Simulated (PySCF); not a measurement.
AlBH3 (calculated)

All values are calculated (PySCF 2.14.0). Calculation on a computer-drawn molecule: vertical ionisation energy to the stated ion spin, frozen-core CCSD(T) at the basis limit and cheaper methods, single-reference cases, UHF for radicals, no spin-orbit; all values are single points at the evaluated structure, the first of each entry, which is the reference or a displaced copy of it and isn't optimised; the reference structure only sets the zero of the energies above reference; triples share is (T) over the correlation energy.

Common to all runs: charge 0; multiplicity 2; ion multiplicity 1; diffuse functions no; basis cc-pV(n+d)Z; reference is the Hartree-Fock double-zeta minimum; best is HF at quadruple zeta + MP2 correlation extrapolated from triple and quadruple zeta + CCSD(T) minus MP2 at triple zeta; basis step is the size of the change from the same recipe one zeta lower.

(1) AlBH3

Evaluated structure:
```xyz
5
AlBH3
B     -0.2513     0.7775    -2.4653
Al    -0.8638    -1.0900    -1.9722
H      0.2539     2.0720    -2.7400
H     -1.3805    -2.0555    -3.1627
H     -0.8211    -1.6019    -0.4729
```

Reference structure:
```xyz
5
AlBH3
B     -0.2242     0.7815    -2.4430
Al    -0.8552    -1.1231    -1.9912
H      0.1413     1.8833    -2.7043
H     -1.3786    -2.0570    -3.1544
H     -0.8045    -1.6148    -0.4896
```

```
ionisation energy best                         : 8.061 eV
ionisation energy basis step                   : 0.02644 eV
energy above reference best                    : 11.13 kcal/mol
energy above reference basis step              : 0.006576 kcal/mol
total energy HF triple zeta                    : -268.2481 hartree
total energy CCSD(T) triple zeta               : -268.4460 hartree
total energy best                              : -268.4682 hartree
T1 diagnostic at triple zeta                   : 0.01687
D1 diagnostic at triple zeta                   : 0.04014
spin squared at triple zeta                    : 0.763
ion T1 diagnostic at triple zeta               : 0.01769
ion D1 diagnostic at triple zeta               : 0.04349
triples share at triple zeta                   : 0.0274
basis functions triple zeta                    : 111
dipole magnitude HF at triple zeta             : 0.6316 debye
dipole magnitude CCSD unrelaxed at triple zeta : 0.6805 debye
dipole magnitude PBE at triple zeta            : 0.6625 debye
dipole magnitude r2SCAN at triple zeta         : 0.6421 debye
dipole magnitude B3LYP at triple zeta          : 0.7018 debye
dipole magnitude wB97X at triple zeta          : 0.7236 debye
```

Drawn bonds:
```
atom  other atom  order
   1           2      1
   1           3      1
   2           4      1
   2           5      1
```

Triple zeta:
```
 method  ionisation energy (eV)  energy above reference (kcal/mol)
     HF                   7.545                              12.58
    PBE                   8.201                              9.606
 r2SCAN                    8.34                              10.69
  B3LYP                   8.187                              11.24
  wB97X                   8.105                              11.19
    MP2                   7.983                              11.99
   CCSD                   7.975                               11.1
CCSD(T)                   8.017                              10.88
```

(2) AlBH3

Evaluated structure:
```xyz
5
AlBH3
B     -0.2315     0.7785    -2.4405
Al    -0.8656    -1.1187    -1.9936
H      0.1446     1.8777    -2.6976
H     -1.3813    -2.0581    -3.1503
H     -0.8043    -1.6032    -0.4845
```

Reference structure:
```xyz
5
AlBH3
B     -0.2242     0.7815    -2.4430
Al    -0.8552    -1.1231    -1.9912
H      0.1413     1.8833    -2.7043
H     -1.3786    -2.0570    -3.1544
H     -0.8045    -1.6148    -0.4896
```

```
ionisation energy best                         : 7.953 eV
ionisation energy basis step                   : 0.02756 eV
energy above reference best                    : -0.02144 kcal/mol
energy above reference basis step              : 0.01147 kcal/mol
total energy HF triple zeta                    : -268.2682 hartree
total energy CCSD(T) triple zeta               : -268.4634 hartree
total energy best                              : -268.4860 hartree
T1 diagnostic at triple zeta                   : 0.01541
D1 diagnostic at triple zeta                   : 0.03837
spin squared at triple zeta                    : 0.7604
ion T1 diagnostic at triple zeta               : 0.01619
ion D1 diagnostic at triple zeta               : 0.04022
triples share at triple zeta                   : 0.02597
basis functions triple zeta                    : 111
dipole magnitude HF at triple zeta             : 0.8444 debye
dipole magnitude CCSD unrelaxed at triple zeta : 0.8685 debye
dipole magnitude PBE at triple zeta            : 0.9022 debye
dipole magnitude r2SCAN at triple zeta         : 0.8848 debye
dipole magnitude B3LYP at triple zeta          : 0.9284 debye
dipole magnitude wB97X at triple zeta          : 0.9255 debye
```

Drawn bonds:
```
atom  other atom  order
   1           2      1
   1           3      1
   2           4      1
   2           5      1
```

Triple zeta:
```
 method  ionisation energy (eV)  energy above reference (kcal/mol)
     HF                   7.406                            0.01445
    PBE                   8.118                           -0.02642
 r2SCAN                   8.244                           -0.03112
  B3LYP                   8.091                           -0.02859
  wB97X                   7.997                           -0.02704
    MP2                   7.868                          -0.004381
   CCSD                   7.864                          -0.008485
CCSD(T)                   7.906                          -0.008268
```

(3) AlBH3

Evaluated structure:
```xyz
5
AlBH3
B     -0.2315     0.7785    -2.4405
Al    -0.8656    -1.1187    -1.9936
H      0.1446     1.8777    -2.6976
H     -1.3813    -2.0581    -3.1503
H     -0.8056    -1.5931    -0.5159
```

Reference structure:
```xyz
5
AlBH3
B     -0.2242     0.7815    -2.4430
Al    -0.8552    -1.1231    -1.9912
H      0.1413     1.8833    -2.7043
H     -1.3786    -2.0570    -3.1544
H     -0.8045    -1.6148    -0.4896
```

```
ionisation energy best                         : 7.945 eV
ionisation energy basis step                   : 0.02786 eV
energy above reference best                    : 0.1155 kcal/mol
energy above reference basis step              : 0.01541 kcal/mol
total energy HF triple zeta                    : -268.2680 hartree
total energy CCSD(T) triple zeta               : -268.4632 hartree
total energy best                              : -268.4857 hartree
T1 diagnostic at triple zeta                   : 0.01532
D1 diagnostic at triple zeta                   : 0.03836
spin squared at triple zeta                    : 0.7603
ion T1 diagnostic at triple zeta               : 0.01589
ion D1 diagnostic at triple zeta               : 0.03937
triples share at triple zeta                   : 0.02588
basis functions triple zeta                    : 111
dipole magnitude HF at triple zeta             : 0.8064 debye
dipole magnitude CCSD unrelaxed at triple zeta : 0.8364 debye
dipole magnitude PBE at triple zeta            : 0.8772 debye
dipole magnitude r2SCAN at triple zeta         : 0.8559 debye
dipole magnitude B3LYP at triple zeta          : 0.8988 debye
dipole magnitude wB97X at triple zeta          : 0.8913 debye
```

Drawn bonds:
```
atom  other atom  order
   1           2      1
   1           3      1
   2           4      1
   2           5      1
```

Triple zeta:
```
 method  ionisation energy (eV)  energy above reference (kcal/mol)
     HF                   7.395                             0.1225
    PBE                   8.113                             0.2448
 r2SCAN                   8.237                             0.1358
  B3LYP                   8.084                            0.07769
  wB97X                   7.987                            0.07981
    MP2                   7.858                            0.07612
   CCSD                   7.855                             0.1207
CCSD(T)                   7.897                             0.1332
```

(4) AlBH3

Evaluated structure:
```xyz
5
AlBH3
B     -0.2315     0.7785    -2.4405
Al    -0.8656    -1.1187    -1.9936
H      0.1446     1.8777    -2.6976
H     -1.3813    -2.0581    -3.1503
H     -0.8019    -1.6221    -0.4255
```

Reference structure:
```xyz
5
AlBH3
B     -0.2242     0.7815    -2.4430
Al    -0.8552    -1.1231    -1.9912
H      0.1413     1.8833    -2.7043
H     -1.3786    -2.0570    -3.1544
H     -0.8045    -1.6148    -0.4896
```

```
ionisation energy best                         : 7.969 eV
ionisation energy basis step                   : 0.02708 eV
energy above reference best                    : 0.5953 kcal/mol
energy above reference basis step              : 0.04568 kcal/mol
total energy HF triple zeta                    : -268.2670 hartree
total energy CCSD(T) triple zeta               : -268.4624 hartree
total energy best                              : -268.4850 hartree
T1 diagnostic at triple zeta                   : 0.01562
D1 diagnostic at triple zeta                   : 0.03842
spin squared at triple zeta                    : 0.7604
ion T1 diagnostic at triple zeta               : 0.01685
ion D1 diagnostic at triple zeta               : 0.04209
triples share at triple zeta                   : 0.02616
basis functions triple zeta                    : 111
dipole magnitude HF at triple zeta             : 0.9293 debye
dipole magnitude CCSD unrelaxed at triple zeta : 0.9376 debye
dipole magnitude PBE at triple zeta            : 0.9557 debye
dipole magnitude r2SCAN at triple zeta         : 0.9472 debye
dipole magnitude B3LYP at triple zeta          : 0.9926 debye
dipole magnitude wB97X at triple zeta          : 1 debye
```

Drawn bonds:
```
atom  other atom  order
   1           2      1
   1           3      1
   2           4      1
   2           5      1
```

Triple zeta:
```
 method  ionisation energy (eV)  energy above reference (kcal/mol)
     HF                   7.429                              0.714
    PBE                   8.128                             0.3077
 r2SCAN                   8.256                             0.5097
  B3LYP                   8.104                             0.6164
  wB97X                   8.015                             0.6312
    MP2                   7.887                             0.7248
   CCSD                   7.882                             0.6141
CCSD(T)                   7.923                             0.5885
```

(5) AlBH3

Evaluated structure:
```xyz
5
AlBH3
B     -0.2315     0.7785    -2.4405
Al    -0.8656    -1.1187    -1.9936
H      0.1446     1.8777    -2.6976
H     -1.3813    -2.0581    -3.1503
H     -0.8016    -1.6243    -0.4189
```

Reference structure:
```xyz
5
AlBH3
B     -0.2242     0.7815    -2.4430
Al    -0.8552    -1.1231    -1.9912
H      0.1413     1.8833    -2.7043
H     -1.3786    -2.0570    -3.1544
H     -0.8045    -1.6148    -0.4896
```

```
ionisation energy best                         : 7.971 eV
ionisation energy basis step                   : 0.02703 eV
energy above reference best                    : 0.7272 kcal/mol
energy above reference basis step              : 0.04828 kcal/mol
total energy HF triple zeta                    : -268.2668 hartree
total energy CCSD(T) triple zeta               : -268.4622 hartree
total energy best                              : -268.4848 hartree
T1 diagnostic at triple zeta                   : 0.01565
D1 diagnostic at triple zeta                   : 0.03842
spin squared at triple zeta                    : 0.7604
ion T1 diagnostic at triple zeta               : 0.01693
ion D1 diagnostic at triple zeta               : 0.04232
triples share at triple zeta                   : 0.02618
basis functions triple zeta                    : 111
dipole magnitude HF at triple zeta             : 0.9399 debye
dipole magnitude CCSD unrelaxed at triple zeta : 0.9461 debye
dipole magnitude PBE at triple zeta            : 0.9622 debye
dipole magnitude r2SCAN at triple zeta         : 0.9548 debye
dipole magnitude B3LYP at triple zeta          : 1.001 debye
dipole magnitude wB97X at triple zeta          : 1.01 debye
```

Drawn bonds:
```
atom  other atom  order
   1           2      1
   1           3      1
   2           4      1
   2           5      1
```

Triple zeta:
```
 method  ionisation energy (eV)  energy above reference (kcal/mol)
     HF                   7.431                             0.8577
    PBE                   8.129                             0.4056
 r2SCAN                   8.258                             0.6316
  B3LYP                   8.106                             0.7494
  wB97X                   8.018                             0.7672
    MP2                   7.889                               0.87
   CCSD                   7.884                             0.7461
CCSD(T)                   7.925                             0.7173
```

(6) AlBH3

Evaluated structure:
```xyz
5
AlBH3
B     -0.2315     0.7785    -2.4405
Al    -0.8656    -1.1187    -1.9936
H      0.1446     1.8777    -2.6976
H     -1.3813    -2.0581    -3.1503
H     -0.7972    -1.6591    -0.3104
```

Reference structure:
```xyz
5
AlBH3
B     -0.2242     0.7815    -2.4430
Al    -0.8552    -1.1231    -1.9912
H      0.1413     1.8833    -2.7043
H     -1.3786    -2.0570    -3.1544
H     -0.8045    -1.6148    -0.4896
```

```
ionisation energy best                         : 8 eV
ionisation energy basis step                   : 0.02657 eV
energy above reference best                    : 4.254 kcal/mol
energy above reference basis step              : 0.06087 kcal/mol
total energy HF triple zeta                    : -268.2608 hartree
total energy CCSD(T) triple zeta               : -268.4567 hartree
total energy best                              : -268.4791 hartree
T1 diagnostic at triple zeta                   : 0.01617
D1 diagnostic at triple zeta                   : 0.03853
spin squared at triple zeta                    : 0.7605
ion T1 diagnostic at triple zeta               : 0.0185
ion D1 diagnostic at triple zeta               : 0.04689
triples share at triple zeta                   : 0.02659
basis functions triple zeta                    : 111
dipole magnitude HF at triple zeta             : 1.137 debye
dipole magnitude CCSD unrelaxed at triple zeta : 1.098 debye
dipole magnitude PBE at triple zeta            : 1.081 debye
dipole magnitude r2SCAN at triple zeta         : 1.095 debye
dipole magnitude B3LYP at triple zeta          : 1.146 debye
dipole magnitude wB97X at triple zeta          : 1.18 debye
```

Drawn bonds:
```
atom  other atom  order
   1           2      1
   1           3      1
   2           4      1
   2           5      1
```

Triple zeta:
```
 method  ionisation energy (eV)  energy above reference (kcal/mol)
     HF                   7.473                              4.653
    PBE                   8.145                              3.337
 r2SCAN                   8.279                              3.968
  B3LYP                    8.13                              4.249
  wB97X                   8.053                              4.366
    MP2                   7.924                              4.643
   CCSD                   7.915                              4.266
CCSD(T)                   7.954                              4.179
```
